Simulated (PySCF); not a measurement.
Work out the structure from these simulated measurements.

Elements present: C, Cl, H and Si. Monoisotopic mass: 144.0162 u.

| Item | Value |
| --- | --- |
| Polarisability | 106.8 au [wB97X-D/def2-SVPD] |
| 13C NMR | chemical shifts (computed TMS as zero) by class: 92.7 (1 C), 85.4 (1 C), 34.0 (2 C), 21.3 (1 C), 4.8 (1 C) ppm [GIAO PBE0/pcSseg-1] |
| NMR, other nuclei | isotropic shieldings of nuclei other than C and H, by class: 334 (1 Si), 941 (1 Cl) ppm [GIAO PBE0/pcSseg-1] |
| 1H NMR | chemical shifts (computed TMS as zero) by class: 5.89 (1 H), 3.18 (1 H), 2.28 (2 H), 1.99 (3 H), 1.92 (2 H) ppm [GIAO PBE0/pcSseg-1] |
| Rotational structure | rotational constants A, B, C: 5.244, 0.539, 0.538 GHz [GFN2-xTB] |
| UV, first state | lowest singlet excitation: 6.53 eV (190 nm, f = 0.001) [TDDFT wB97X-D/def2-SVPD] |
| UV, strongest line | among the 8 lowest singlet transitions: S4/S5 at 6.98 eV (178 nm, f = 0.040 summed over these states) [TDDFT wB97X-D/def2-SVPD] |

The electronic properties come from PySCF, for the isolated species, density fitting. Levels stand in brackets. Isolated species at its GFN2-xTB geometry (one conformer only). NMR classes are plain means over equivalent atoms (diastereotopic ones count apart unless rotation or inversion swaps them), as if these changed places fast.

Task: Which formula fits the mass and the elements?

Result: C6H9ClSi (calculated 144.0162). No other formula that holds each of these elements comes within 0.0003 u with a fitting electron parity and a possible valence count.

Task: Give a SMILES that accounts for the data.

Result: Numbering: `[CH3:1][C:2]#[C:3][C@H:4]1[CH2:5][Si@H:6]([Cl:7])[CH2:8]1`. Its formula, C6H9ClSi, gives 3 degrees of unsaturation: 1 ring and 2 π bonds in the structure found. 6 carbons fall into 5 classes; from least to most shielded: alkyne carbon [C3] (92.7 ppm), alkyne carbon [C2] (85.4 ppm), ring sp3 carbon bound to silicon [C5/C8] (34.0 ppm, 2 C), propargylic carbon [C4] (21.3 ppm), propargylic carbon [C1] (4.8 ppm). Hydrogen classes from least to most shielded: 1 H on a chlorine-bound silicon, Si6 (5.89 ppm), 1 H on a propargylic carbon, C4 (3.18 ppm), 2 H on 2 like atoms (sp3 carbon bound to silicon), C5/C8 (2.28 ppm), 3 H on a propargylic carbon, C1 (1.99 ppm), 2 H on 2 like atoms (sp3 carbon bound to silicon), C5/C8 (1.92 ppm). The other shieldings belong to: 334 ppm, chlorine-bound silicon [Si6]; 941 ppm, silicon-bound chlorine [Cl7]. By its constants the optimised geometry is a nearly prolate symmetric top. Structure: `CC#C[C@H]1C[Si@H](Cl)C1`. Computed isomers that give other values at the same levels: `C=C=C1CCC[Si@@H]1Cl` (13C chemical shifts (computed TMS as zero) by class: 221.7 (1 C), 96.5 (1 C), 71.7 (1 C), 37.7 (1 C), 28.9 (1 C), 21.3 (1 C) ppm); `ClCC[SiH]1C=CC=C1` (13C chemical shifts (computed TMS as zero) by class: 155.3 (2 C), 138.8 (2 C), 49.7 (1 C), 19.1 (1 C) ppm); `CC#C[Si@@H](Cl)C1CC1` (13C chemical shifts (computed TMS as zero) by class: 115.0 (1 C), 83.4 (1 C), 6.6 (1 C), 5.7 (1 C), 2.9 (1 C), 1.2 (1 C) ppm). The assignments are read from this structure; whether some other isomer fits the data as well wasn't checked.
